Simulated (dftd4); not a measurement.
Cl$_{2}$Sn, charge -1, doublet, at a GFN2-xTB geometry (such geometries of metal compounds can be far from the true shape) (a state made from the parent by changing its charge; the spin is typed, not shown lowest); D4 for blyp (dftd4).

The dftd4 input:
```
$ dftd4 mol.xyz --func blyp --charge -1 --json dftd4.json --noedisp --grad

# file mol.xyz
3

Sn     0.01076359    -0.01024665     0.63912643
Cl     1.23230621     1.55893049    -0.93616015
Cl    -1.26396382    -1.52879329    -0.94362347
```

What the program printed (banner, timings and long lists left out):

```
                    ____  _____ _____     ____  _  _
      -------------|  _ \|  ___|_   _|---|  _ \| || |------------
     |             | | | | |_    | | ___ | | | | || |_           |
     |             | |_| |  _|   | ||___|| |_| |__   _|          |
     |             |____/|_|     |_|     |____/   |_|            |
     |             ===================================           |
     |            E. Caldeweyher, S. Ehlert & S. Grimme          |
     |          Mulliken Center for Theoretical Chemistry        |
     |                    University of Bonn                     |
      -----------------------------------------------------------

Rational (Becke-Johnson) damping: blyp-D4-ATM
---------------------
  s6         1.0000
  s8         2.3408
  s9         1.0000
  a1         0.4449
  a2         4.0933
 alp        16.0000
--------------------

Dispersion energy:      -8.1077245442408E-03 Eh

Gradient norm:           1.0581723801672E-03 Eh/a0
--------------------------------------------------
     #    Z           dE/dx      dE/dy      dE/dz
--------------------------------------------------
     1   50 Sn    2.093E-06 -1.992E-06  1.243E-04
     2   17 Cl    4.645E-04  5.768E-04 -6.074E-05
     3   17 Cl   -4.666E-04 -5.748E-04 -6.352E-05
--------------------------------------------------

Virial:
--------------------------------------------------
      component           x          y          z
--------------------------------------------------
          x       2.196E-03  2.716E-03  1.281E-05
          y       2.716E-03  3.360E-03  2.177E-06
          z       1.281E-05  2.177E-06  3.708E-04
--------------------------------------------------

[Info] Dispersion results written to 'dftd4.txt'
[Info] JSON dump of results written to 'dftd4.json'
```
